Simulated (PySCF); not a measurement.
# Vibration and rotation of TlI⁺

UHF-CCSD(T) constants of TlI⁺, ²Π (doublet), unpaired electrons π ↑ (basis Tl def2-SVP with ECP60, I def2-SVP with ECP28; scalar-relativistic core potentials; PySCF 2.14; masses 204.9744 and 126.9045 u):

| Property | Result |
| --- | --- |
| ωe | 58.2 cm⁻¹ |
| ωexe | 0.36 cm⁻¹ |
| Be | 0.017339 cm⁻¹ |
| αe | 0.000110 cm⁻¹ |
| D (centrifugal) | 6.15e-09 cm⁻¹ |

(1) Give the vibrational terms G(v) and spacings up to v = 6.

Correlated steps freeze 8 core orbitals. These are scalar-relativistic numbers at best; spin–orbit coupling would shift them, the dissociation energy most. The state was picked by a PBE0 search and need not be the measured ground state.

Results:

(1) G(v) = ωe(v+½) − ωexe(v+½)².

```csv
v,G(v) (cm⁻¹),G(v) − G(v−1),Bv (cm⁻¹)
0,29.0,,0.01728
1,86.5,57.5,0.01717
2,143.2,56.8,0.01706
3,199.3,56.0,0.01695
4,254.6,55.3,0.01684
5,309.2,54.6,0.01673
6,363.1,53.9,0.01662
```
